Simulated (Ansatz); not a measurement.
Reaction (substitution at a C–O bond): `C[O][W](=[O])([OH])([Cl])[Cl]` + `O[SiH](F)[NH][GeH3]` → `C[N]([GeH3])[SiH](O)F` + `[O]=[W]([OH])([OH])([Cl])[Cl]`

Computed with Ansatz on PBE0-D4/def2-TZVP structures; ΔE is electronic, products minus reactants. CBS: MP2 limit from def2 TZ/QZ plus the TZ coupled-cluster correction, frozen cores. Functionals use def2-TZVPP. B3LYP here is the variant with VWN-RPA as its local correlation; programs differ in this. Elements past krypton have def2 core potentials. For Ge, W outer-core shells are correlated without core-valence functions, which leaves a few kJ/mol of doubt a bond. Scalar relativity is left out up to krypton. One conformer a species, not always the lowest.

```csv
level,ΔE (kcal/mol),difference from CCSD(T)/CBS
PBE0-D4,0.7,-0.5
B3LYP-D4,1.7,0.5
ωB97X-V,1.1,-0.1
ωB97M-V,0.6,-0.6
B2PLYP,2.3,1.1
PBE,1.1,-0.1
r2SCAN,1.6,0.4
B3LYP,2.2,1.0
HF/def2-TZVPP,3.6,2.4
SCS-MP2/def2-TZVPP,2.0,0.8
CCSD/def2-TZVPP,1.6,0.4
CCSD(T)/def2-TZVPP,1.7,0.5
HF/def2-QZVPP,3.7,2.5
MP2/def2-QZVPP,1.4,0.2
HF/CBS(def2),3.7,2.5
CCSD/CBS(def2),1.1,-0.1
CCSD(T)/CBS,1.2,0
```

Largest T1 diagnostic among the species: 0.021, so the coupled-cluster value is less sure than usual.

In def2-TZVPP, CCSD(T) changes the Hartree–Fock value by −2.0 kcal/mol (the triples alone add +0.1 kcal/mol) and MP2 by −2.0 kcal/mol.
